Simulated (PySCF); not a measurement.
Species: SnHMe2(NMe2), C4H13NSn.
Bonds: Sn1–C3, Sn1–C7, Sn1–N11, N11–C12, N11–C13. Hydrogens: H2 on Sn1; H4, H5, H6 on C3; H8, H9, H10 on C7; H14, H15, H16 on C12; H17, H18, H19 on C13.

Computed with PySCF 2.14.0, PBE0-D3(BJ)/def2-SVP geometry optimisation, gas phase, def2 core potentials past Kr.

Problem. How far are the bound atoms from Sn1?

Solution. 4 atoms: H2 1.721 Å, N11 2.055 Å, C7 2.147 Å, C3 2.159 Å. The nearest atom not counted as bound is H10, at 2.72 Å.

Problem. List the angles at Sn1.

Solution. 
| angle | degrees | distance of the outer atoms (Å) |
| --- | --- | --- |
| H2–Sn1–C7 | 113.0 | 3.23 |
| C3–Sn1–N11 | 111.5 | 3.48 |
| C3–Sn1–C7 | 111.1 | 3.55 |
| H2–Sn1–C3 | 110.6 | 3.20 |
| C7–Sn1–N11 | 105.7 | 3.35 |
| H2–Sn1–N11 | 104.7 | 3.00 |

Problem. What is the shape at Sn1?

Solution. Distorted tetrahedral: angles from 104.7° to 113.0°; τ4 = (360° − α − β)/141° = 0.96 with α and β the two widest (0 for a square, 1 for a tetrahedron). The Sn–C distances aren't all alike: 2.147 to 2.159 Å.

Problem. What are the other bond lengths?

Solution. C3–H4 and 5 like bonds 1.099 Å; N11–C12, N11–C13 1.437 Å; C12–H14 and 3 like bonds 1.105 Å; C12–H16, C13–H18 1.114 Å.

Problem. Give some angles away from the centre.

Solution. Sn1–N11–C12 118.4°, C12–N11–C13 113.3°.

Problem. What are the rotational constants (commonest isotopes, rigid rotor)?

Solution. A = 2709, B = 1490, C = 1268 MHz: an asymmetric top.

Point group: C1 (no symmetry element, even within 0.4 Å). Charge 0, singlet. PBE0-D3(BJ)/def2-SVP frequencies: not computed here.

One conformer stands for the species.
